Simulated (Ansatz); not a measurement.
`[CH3][Ge]([CH3])([CH3])[Br]` + `[SiH3]SCS` → `CSCS[SiH3]` + `[CH3][GeH]([CH3])[Br]`  (substitution at a C–Ge bond)

Isolated molecules relaxed with PBE0-D4/def2-TZVP in Ansatz; ΔE leaves out vibrations. CBS: MP2 limit from def2 TZ/QZ plus the TZ coupled-cluster correction, frozen cores. DFT in def2-TZVPP. For Br, Ge outer-core shells are correlated without core-valence functions, which leaves a few kJ/mol of doubt a bond. Scalar relativity is left out up to krypton. One conformer a species, not always the lowest.

```csv
level,ΔE (kcal/mol)
PBE-D4,7.4
B2PLYP,9.0
PBE0,8.0
MP2/def2-TZVPP,10.0
CCSD/def2-TZVPP,10.2
CCSD(T)/def2-TZVPP,10.0
HF/CBS(def2),8.9
CCSD/CBS(def2),9.3
```

(1) What does CCSD(T)/CBS give? (An estimate is asked.)

Largest T1 diagnostic among the species: 0.011.

Answers

(1) Ansatz gave: +9.0 kcal/mol. The listed levels differ from it by -1.6, 0.0, -1.0, 1.0, 1.2, 1.0, -0.1, 0.3 kcal/mol.

In def2-TZVPP, CCSD(T) changes the Hartree–Fock value by +0.8 kcal/mol (the triples alone add −0.3 kcal/mol) and MP2 by +0.9 kcal/mol.
